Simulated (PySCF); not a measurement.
# How methods differ on the ionisation energy of In²⁺

In²⁺ [Kr] 4d10 5s1 (2S) → In³⁺ [Kr] 4d10 (1S), as a difference of total energies. All numbers are calculated (PySCF 2.14, scalar relativity through the core potential, in aug-cc-pVDZ-PP with ECP28MDF (5s4p3d, 32 functions)). The calculations carry no spin-orbit coupling.

```
method  ionisation energy (eV)  error (eV)
   UHF                  26.647      -1.397
   LDA                  29.021      +0.977
   PBE                  28.623      +0.579
  PBE0                  28.262      +0.218
r2SCAN                  28.353      +0.309
   M06                  28.048      +0.004
 HSE06                  28.311      +0.267
 TPSSh                  28.138      +0.094
PBEsol                  28.613      +0.569
```

Reference: 28.044 eV (measured; NIST Atomic Spectra Database, ionization energies).
